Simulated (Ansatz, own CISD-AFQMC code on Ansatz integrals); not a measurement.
H3NOSi, SMILES `N[SiH]=O` (charge 0, multiplicity 1).

Cartesian coordinates (Å):
SMILES: N[SiH]=O
```xyz
6

N     -0.8747    -0.0874     0.0000
Si     0.7846     0.1408    -0.0141
O      1.5191     1.4363    -0.2915
H     -1.3038    -0.9774     0.1921
H     -1.5330     0.6524    -0.1829
H      1.4078    -1.1646     0.2964
```
Charge 0, spin multiplicity 1.

Frozen-core correlation energies in cc-pVDZ at a geometry from PBE0-D3(BJ)/def2-TZVP, on an HF energy of -420.01446 Ha (<S^2> = 0.00). Wave-function levels are from Ansatz, the walk from an own CISD-AFQMC code on Ansatz integrals (time step 0.005/Ha, trial state from CCSD amplitudes, largest double 0.06).

```json
[
 {"level": "MP2", "correlation energy (mHa)": "-454.1"},
 {"level": "CCSD", "correlation energy (mHa)": "-472.3"},
 {"level": "CCSD(T)", "correlation energy (mHa)": "-485.9"},
 {"level": "CCSDT(Q)", "correlation energy (mHa)": "-488.5"}
]
```

Problem. What correlation energy does phaseless AFQMC give, and where does it lie among these levels?

Solution. -489.2 ± 0.4 mHa (one standard error). AFQMC minus each level: MP2 -35.1 mHa, CCSD -16.9 mHa, CCSD(T) -3.2 mHa, CCSDT(Q) -0.6 mHa.
